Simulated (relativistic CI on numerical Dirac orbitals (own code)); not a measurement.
Hyperfine structure of V19+, mass number 51

Calculated at this level of theory: Dirac-Coulomb-Breit CI, separate exchange-only KLI orbitals for each configuration, model QED (radiative potential, 1s self-energy scaled to tabulated hydrogen-like ionisation energies), unscaled Slater integrals (own radial code, finite nucleus).

CI space (outside the closed core 1s2): 2s2, 2s 2p, 2p2, 2p 3s, 2p 3p, 2s 3s, 2s 3p, 2s 3d, 2s 4s, 2s 4p, 2s 4d, 2s 4f, 3s2, 3s 3p, 3p2. Levels of other configurations are missing.

Nuclear spin I = 7/2, μ = 5.1464 μN, Q = -0.052 b (tables of Stone and Pyykkö). The electronic factors are computed for point nuclear moments, without core polarisation or the Bohr-Weisskopf and QED corrections.

```tsv
Level	E (Ry)	A (GHz)	B (GHz)
2s 2p 3P°_1	2.9508	229.7	0.981
2s 2p 3P°_2	3.4259	150.8	-1.99
2s 2p 1P°_1	5.8408	15.39	-1.97
2p2 3P_1	7.8335	-1.779	-0.986
2p2 3P_2	8.1281	46.62	1.16
2p2 1D_2	9.0140	44.93	-3.11
2s 3s 3S_1	61.9915	326.8	0.000164
2s 3p 3P°_1	63.3490	274.1	-0.101
```

Levels with J = 0, under 50 % of one LS term, or S terms without an open s electron are left out. Small factors come from cancelling terms and can be off by tens of per cent or more.

At this charge energies of transitions that change n are usually good to better than 1 %, and those within a shell (Δn = 0) to a few per cent.

Task: Give the hyperfine levels of 2s 2p 3P°_1 relative to its centre of gravity.

Result: With K = F(F + 1) − I(I + 1) − J(J + 1), E = AK/2 + B[¾K(K + 1) − I(I + 1)J(J + 1)]/[2I(2I − 1)J(2J − 1)]: F = 5/2: -1033, F = 7/2: -230.4, F = 9/2: 804.2 GHz.

LS names give the leading component of a level, which can be under half, so a name can repeat, a term be missing and a line seem to break the LS rules.
